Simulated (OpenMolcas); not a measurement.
# Ti III: effect of the level shift or regulariser

- Program: OpenMolcas 26.06
- Basis: ANO-RCC-VTZP [6s5p3d2f1g]
- Scalar Hamiltonian: DKH2, point nucleus
- Active space: 2 electrons in 5 orbitals (3d)
- State averaging: 2S+1 = 3 even, 10 roots; 2S+1 = 1 even, 15 roots
- Spin-orbit coupling: state interaction with AMFI integrals over the reference wave functions, term energies averaged over their components

Methods on the same reference wave functions:
A. CASSCF
B. SS-CASPT2, IPEA 0.25 Eh, imaginary shift 0.1 Eh (closed shells correlated: 3s 3p)
C. SS-CASPT2, IPEA 0.25 Eh, real shift 0.2 Eh (closed shells correlated: 3s 3p)
D. SS-CASPT2, IPEA 0.25 Eh, sigma2 regulariser 0.3 Eh (closed shells correlated: 3s 3p)

Energies in cm-1 above 3d2 3F2, the measured ground level; measured values from Corliss and Sugar, J. Phys. Chem. Ref. Data 8, 1 (1979).

```
  Level      A      B      C      D  Measured
3d2 3F2    0.0    0.0    0.0    0.0       0.0
3d2 3F3    193    195    195    194       185
3d2 3F4    445    447    447    447       420
3d2 1D2  11360   7890   7970   8100      8474
3d2 3P0  13576  11110  11120  11110     10538
3d2 3P1  13642  11180  11180  11180     10604
3d2 3P2  13782  11320  11320  11320     10721
3d2 1G4  17501  14680  14690  14680     14398
3d2 1S0  42460  32330  32660  32850     32476
```

Deviations, from unrounded energies. A percentage is the sum of absolute deviations over the sum of measured energies, with the sign that they share, or ± where signs differ.

| Against measurement | Levels | A | B | C | D |
| --- | --- | --- | --- | --- | --- |
| mean absolute deviation (cm-1) | 8 | 3100 | 350 | 350 | 350 |
| fine structure of the ground term (%) | 2 | +5.5 | +5.9 | +5.9 | +5.9 |
| other terms of the ground configuration (%) | 6 | +28.8 | ±3.2 | ±3.2 | ±3.2 |

B, C, D lie about equally close to measurement and A furthest from it. The largest miss of C in the table is 3d2 3P2, by +600 cm-1. The ranking rests on the paired levels alone, and a cruder setting can come out closer through cancelling errors.

Among B to D the level of the table that moves most is 3d2 1S0, by 520 cm-1 (lowest in B, highest in D). Moves below CASPT2's spread within the term are not significant.

The two smallest mean deviations differ by little beside CASPT2's spread within terms, so their order carries little weight.

From A to B the spin-free energies of the other terms of 3d2 shown, above 3F, scale by factors of 0.69 to 0.84.

The lowest spin-free term lies below A's lowest term by 0.298 hartree in B, 0.298 hartree in C, 0.298 hartree in D.

CASPT2 does not keep the components of a term degenerate, so their means are used; among the terms shown or strongly mixed into the levels shown the widest spread is 580 cm-1 (3d2 1G, B). Without dynamic correlation excited terms often stand tens of per cent too high (terms of higher spin than the ground term too low), and those without a measured partner can miss by more than the paired ones (holds for A). Computed and measured levels are paired by configuration, term and J; levels that our copy of the source lacks, or whose pairing is in doubt (as where it misses far off the trend of its configuration), stay unpaired and out of the deviations. Levels of configurations outside the active space are missing.
